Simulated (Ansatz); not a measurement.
Geometry optimisation of In₆P₇H₂₀⁺, a cluster cut from zinc blende InP (hydrogen-capped).

```yaml
crystal:
  periodic: [false, false, false]
  atoms:
    - {symbol: P, position_ang: [0.716900, -3.514260, 0.608440]}
    - {symbol: P, position_ang: [-2.541380, 2.538270, -1.945170]}
    - {symbol: P, position_ang: [0.585160, -0.583810, -2.119850]}
    - {symbol: P, position_ang: [-2.308390, -0.492070, 0.563840]}
    - {symbol: P, position_ang: [0.937500, -0.936590, 3.300160]}
    - {symbol: P, position_ang: [0.490750, 2.310760, 0.564780]}
    - {symbol: P, position_ang: [3.517070, -0.715780, 0.610430]}
    - {symbol: In, position_ang: [-3.795260, 0.273690, -1.499640]}
    - {symbol: In, position_ang: [-1.139920, -2.237680, -0.930380]}
    - {symbol: In, position_ang: [2.657680, -2.659710, 2.160620]}
    - {symbol: In, position_ang: [-0.277930, 3.793510, -1.500530]}
    - {symbol: In, position_ang: [2.235070, 1.143560, -0.930060]}
    - {symbol: In, position_ang: [-0.802720, 0.800320, 2.292570]}
    - {symbol: H, position_ang: [1.175550, -4.616400, -0.104380]}
    - {symbol: H, position_ang: [-0.039640, -4.278260, 1.497840]}
    - {symbol: H, position_ang: [-3.458030, 3.458800, -1.450020]}
    - {symbol: H, position_ang: [-2.823930, 2.823350, -3.277080]}
    - {symbol: H, position_ang: [1.020900, -1.015360, -3.369330]}
    - {symbol: H, position_ang: [-0.334380, 0.338560, -2.631850]}
    - {symbol: H, position_ang: [-3.081740, -1.345360, 1.348110]}
    - {symbol: H, position_ang: [0.164330, -1.605760, 4.244200]}
    - {symbol: H, position_ang: [1.603400, -0.164620, 4.247630]}
    - {symbol: H, position_ang: [1.342230, 3.084070, 1.351870]}
    - {symbol: H, position_ang: [4.617930, -1.174120, -0.103920]}
    - {symbol: H, position_ang: [4.284280, 0.040850, 1.496730]}
    - {symbol: H, position_ang: [-3.213190, -0.836160, -2.711210]}
    - {symbol: H, position_ang: [-5.408670, 0.483340, -0.999350]}
    - {symbol: H, position_ang: [-1.919940, -3.488540, -1.824340]}
    - {symbol: H, position_ang: [3.656070, -3.663850, 3.170080]}
    - {symbol: H, position_ang: [0.834700, 3.215100, -2.709400]}
    - {symbol: H, position_ang: [-0.486510, 5.405890, -0.999820]}
    - {symbol: H, position_ang: [3.487500, 1.925780, -1.823940]}
    - {symbol: H, position_ang: [-1.695370, 1.692470, 3.472940]}
basis:
  gaussian: {orbitals: def2-SVP}
total_charge: 1
hamiltonian: {xc: pbe, dispersion: d4}
scf: {lower_state_search: "off"}
output: {orbitals: {seedname: orbitals}}
relax: {f_tol: 0.03, max_steps: 70}
```

```sh
$ ansatz run in.yaml --threads 2 --pin off --events-out ev --progress --plain --max-ram 32768MiB --backend cuda --devices 0, --max-vram 18GiB
```

Shortened log:

```
Functional definition: PBE
mean field -96337.01834892 eV, -3540.3201247464 hartree, gradient 8.8e-7 eV, S^2 0.000000; 0 other end points of the search recorded, 0 dependent functions left out
relax step   1: F+E_penalty+E_count = -96338.92145051 eV  Δ(F+E_penalty+E_count) = +0.000e0 eV  max|allowed force component| = 1.067e0 eV/Å  Δτ_max = 0.0000 Å  (20 SCF iters, accepted)
mean field -96337.40084339 eV, -3540.3341811590 hartree, gradient 3.8e-6 eV, S^2 0.000000; 0 other end points of the search recorded, 0 dependent functions left out
relax step   2: F+E_penalty+E_count = -96339.32620130 eV  Δ(F+E_penalty+E_count) = -4.048e-1 eV  max|allowed force component| = 3.746e-1 eV/Å  Δτ_max = 0.1912 Å  (20 SCF iters, accepted)
mean field -96337.51130060 eV, -3540.3382403867 hartree, gradient 1.2e-6 eV, S^2 0.000000; 0 other end points of the search recorded, 0 dependent functions left out
relax step   3: F+E_penalty+E_count = -96339.42561667 eV  Δ(F+E_penalty+E_count) = -9.942e-2 eV  max|allowed force component| = 1.183e-1 eV/Å  Δτ_max = 0.2000 Å  (19 SCF iters, accepted)
mean field -96337.56651177 eV, -3540.3402693596 hartree, gradient 1.1e-6 eV, S^2 0.000000; 0 other end points of the search recorded, 0 dependent functions left out
relax step   4: F+E_penalty+E_count = -96339.45838672 eV  Δ(F+E_penalty+E_count) = -3.277e-2 eV  max|allowed force component| = 8.483e-2 eV/Å  Δτ_max = 0.2000 Å  (18 SCF iters, accepted)
mean field -96337.59029548 eV, -3540.3411433947 hartree, gradient 1.9e-6 eV, S^2 0.000000; 0 other end points of the search recorded, 0 dependent functions left out
relax step   5: F+E_penalty+E_count = -96339.46887264 eV  Δ(F+E_penalty+E_count) = -1.049e-2 eV  max|allowed force component| = 1.373e-1 eV/Å  Δτ_max = 0.1726 Å  (18 SCF iters, accepted)
mean field -96337.59941208 eV, -3540.3414784237 hartree, gradient 1.1e-6 eV, S^2 0.000000; 0 other end points of the search recorded, 0 dependent functions left out
relax step   6: F+E_penalty+E_count = -96339.47663357 eV  Δ(F+E_penalty+E_count) = -7.761e-3 eV  max|allowed force component| = 1.033e-1 eV/Å  Δτ_max = 0.0570 Å  (19 SCF iters, accepted)
mean field -96337.60598967 eV, -3540.3417201456 hartree, gradient 1.2e-6 eV, S^2 0.000000; 0 other end points of the search recorded, 0 dependent functions left out
relax step   7: F+E_penalty+E_count = -96339.48702141 eV  Δ(F+E_penalty+E_count) = -1.039e-2 eV  max|allowed force component| = 6.284e-2 eV/Å  Δτ_max = 0.2000 Å  (19 SCF iters, accepted)
mean field -96337.61156848 eV, -3540.3419251633 hartree, gradient 1.2e-6 eV, S^2 0.000000; 0 other end points of the search recorded, 0 dependent functions left out
relax step   8: F+E_penalty+E_count = -96339.49285032 eV  Δ(F+E_penalty+E_count) = -5.829e-3 eV  max|allowed force component| = 1.330e-2 eV/Å  Δτ_max = 0.1685 Å  (19 SCF iters, accepted)
mean field -96337.61426094 eV, -3540.3420241093 hartree, gradient 1.2e-6 eV, S^2 0.000000; 0 other end points of the search recorded, 0 dependent functions left out
relax step   9: F+E_penalty+E_count = -96339.49644339 eV  Δ(F+E_penalty+E_count) = -3.593e-3 eV  max|allowed force component| = 1.378e-1 eV/Å  Δτ_max = 0.1954 Å  (19 SCF iters, accepted)
mean field -96337.61233870 eV, -3540.3419534684 hartree, gradient 1.1e-6 eV, S^2 0.000000; 0 other end points of the search recorded, 0 dependent functions left out
relax step  10: F+E_penalty+E_count = -96339.49762234 eV  Δ(F+E_penalty+E_count) = -1.179e-3 eV  max|allowed force component| = 1.307e-1 eV/Å  Δτ_max = 0.0570 Å  (20 SCF iters, accepted)
mean field -96337.61439768 eV, -3540.3420291345 hartree, gradient 1.1e-6 eV, S^2 0.000000; 0 other end points of the search recorded, 0 dependent functions left out
relax step  11: F+E_penalty+E_count = -96339.50010997 eV  Δ(F+E_penalty+E_count) = -2.488e-3 eV  max|allowed force component| = 9.144e-2 eV/Å  Δτ_max = 0.0582 Å  (19 SCF iters, accepted)
mean field -96337.61254975 eV, -3540.3419612242 hartree, gradient 1.0e-6 eV, S^2 0.000000; 0 other end points of the search recorded, 0 dependent functions left out
relax step  12: F+E_penalty+E_count = -96339.50065517 eV  Δ(F+E_penalty+E_count) = -5.452e-4 eV  max|allowed force component| = 6.715e-2 eV/Å  Δτ_max = 0.1933 Å  (19 SCF iters, accepted)
mean field -96337.61424343 eV, -3540.3420234658 hartree, gradient 1.1e-6 eV, S^2 0.000000; 0 other end points of the search recorded, 0 dependent functions left out
relax step  13: F+E_penalty+E_count = -96339.50347404 eV  Δ(F+E_penalty+E_count) = -2.819e-3 eV  max|allowed force component| = 4.020e-2 eV/Å  Δτ_max = 0.0218 Å  (20 SCF iters, accepted)
mean field -96337.61323803 eV, -3540.3419865179 hartree, gradient 1.1e-6 eV, S^2 0.000000; 0 other end points of the search recorded, 0 dependent functions left out
relax step  14: F+E_penalty+E_count = -96339.50394990 eV  Δ(F+E_penalty+E_count) = -4.759e-4 eV  max|allowed force component| = 2.720e-2 eV/Å  Δτ_max = 0.0330 Å  (20 SCF iters, accepted)
Total energy: -96339.50406399 eV, -3540.4114730903 hartree
Atom 0 at     0.789193    -3.584746     0.688410 Å, force    -0.002905    -0.001846     0.000538 eV/Å
Atom 1 at    -2.880810     2.879637    -1.351008 Å, force    -0.026589     0.027204    -0.006961 eV/Å
Atom 2 at     0.803535    -0.802277    -2.214346 Å, force    -0.001090     0.001126    -0.005695 eV/Å
Atom 3 at    -2.192651    -0.668850     0.290977 Å, force    -0.014652    -0.003587     0.007021 eV/Å
Atom 4 at     0.684801    -0.685849     3.291405 Å, force    -0.004307     0.004271    -0.000183 eV/Å
Atom 5 at     0.667350     2.192791     0.292299 Å, force     0.003836     0.014692     0.006706 eV/Å
Atom 6 at     3.585326    -0.787162     0.689167 Å, force     0.001615     0.002852     0.000573 eV/Å
Atom 7 at    -3.783351     0.405486    -1.595775 Å, force     0.000367     0.001201    -0.005593 eV/Å
Atom 8 at    -0.882386    -2.414152    -1.015092 Å, force     0.002461    -0.006906    -0.000515 eV/Å
Atom 9 at     2.400833    -2.399796     2.358756 Å, force     0.000871    -0.000825     0.002559 eV/Å
Atom 10 at    -0.407152     3.783923    -1.593977 Å, force    -0.001162    -0.000649    -0.006238 eV/Å
Atom 11 at     2.413889     0.884241    -1.013889 Å, force     0.006677    -0.002286    -0.000790 eV/Å
Atom 12 at    -0.907886     0.906425     1.861181 Å, force     0.001578    -0.001803     0.003130 eV/Å
Atom 13 at     1.546771    -4.595674     0.014742 Å, force    -0.003086     0.000956    -0.000568 eV/Å
Atom 14 at    -0.006777    -4.459539     1.494417 Å, force     0.002915     0.001239    -0.003111 eV/Å
Atom 15 at    -3.466231     3.464625    -0.181851 Å, force     0.012240    -0.013116    -0.018097 eV/Å
Atom 16 at    -3.630009     3.628731    -2.316863 Å, force     0.014620    -0.014376     0.024452 eV/Å
Atom 17 at     1.490350    -1.488211    -3.264763 Å, force    -0.000821     0.000760     0.003161 eV/Å
Atom 18 at    -0.030826     0.031845    -3.024393 Å, force     0.003951    -0.003916     0.002937 eV/Å
Atom 19 at    -3.018266    -1.452553     1.162076 Å, force     0.010921     0.006677    -0.001897 eV/Å
Atom 20 at    -0.115150    -1.407552     4.234200 Å, force     0.000957     0.000784    -0.000103 eV/Å
Atom 21 at     1.404543     0.114165     4.235655 Å, force    -0.000458    -0.001401    -0.000276 eV/Å
Atom 22 at     1.450366     3.018412     1.163997 Å, force    -0.006723    -0.010865    -0.001602 eV/Å
Atom 23 at     4.596410    -1.544480     0.015467 Å, force    -0.000729     0.003313    -0.000954 eV/Å
Atom 24 at     4.459901     0.008985     1.495225 Å, force    -0.001230    -0.003049    -0.002896 eV/Å
Atom 25 at    -3.000921    -0.195991    -3.029719 Å, force    -0.005569     0.003584     0.005008 eV/Å
Atom 26 at    -5.400854     0.304075    -1.004085 Å, force     0.012577     0.001336    -0.002586 eV/Å
Atom 27 at    -1.596594    -3.616918    -2.024869 Å, force     0.000049     0.000766     0.000098 eV/Å
Atom 28 at     3.363143    -3.361908     3.414189 Å, force    -0.000437     0.000428    -0.000527 eV/Å
Atom 29 at     0.195397     3.002543    -3.028029 Å, force    -0.003251     0.005572     0.004745 eV/Å
Atom 30 at    -0.306933     5.401197    -1.001481 Å, force    -0.001402    -0.012588    -0.002463 eV/Å
Atom 31 at     3.616323     1.599796    -2.023110 Å, force    -0.000734    -0.000042     0.000137 eV/Å
Atom 32 at    -1.841311     1.838769     2.981057 Å, force    -0.000488     0.000497    -0.000013 eV/Å
Dipole moment:     0.942976    -0.942724     0.692829 e Å
Checks for a lower state left out: stability, starts, cluster_reference, orbital_swaps, neighbouring_geometries, increment
```

Hardware: 2 threads of AMD EPYC 7R13 on a shared host and a share (18 GiB) of an NVIDIA H100 80GB HBM3. Wall time 77 s, peak host memory 1.1 GiB.

In the def2 sets In takes a core potential; there is no spin–orbit coupling.
